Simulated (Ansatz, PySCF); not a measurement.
Breaking the Mg1–H2 bond in H4MgSi (SMILES [MgH][SiH3]) (multiplicity 1 held, fragments rigid). Energies count from the point at 1.702 Å.
Geometry at that point (charge 0, multiplicity 1):
```xyz
6

Mg    -1.274    -0.699    -0.178
H     -2.755    -1.512    -0.386
Si     0.972     0.533     0.136
H      1.613     0.250     1.452
H      0.838     2.017     0.064
H      1.986     0.169    -0.894
```

Restricted levels (R-, RO-) in cc, def2 and unpolarised 6-31G sets keep to the state of the molecule at rest.

Correlated levels freeze the cores. Rows in 6-31G* carry no dispersion term and start afresh at each structure (6-31G* with six Cartesian d functions).

Run with Ansatz (an electronic-structure program); PySCF for 6-31G* rows. Each number belongs to the level named beside it.

Task: Estimate the energy at R = 5.446 Å that R-B3LYP/6-31G* returns for this input.

Result: 100.0 kcal/mol

Task: What energy at R = 5.446 Å does R-r2SCAN/def2-TZVPPD give?

Result: 94.9 kcal/mol

Task: What is the computed energy at R = 5.446 Å (R-SCS-MP2/def2-TZVPPD)?

Result: 97.9 kcal/mol

Doubts at one or more of the structures used: a restricted determinant that unrestricted orbitals would lower (R-r2SCAN/def2-TZVPPD, R-B3LYP/6-31G*, R-SCS-MP2/def2-TZVPPD).
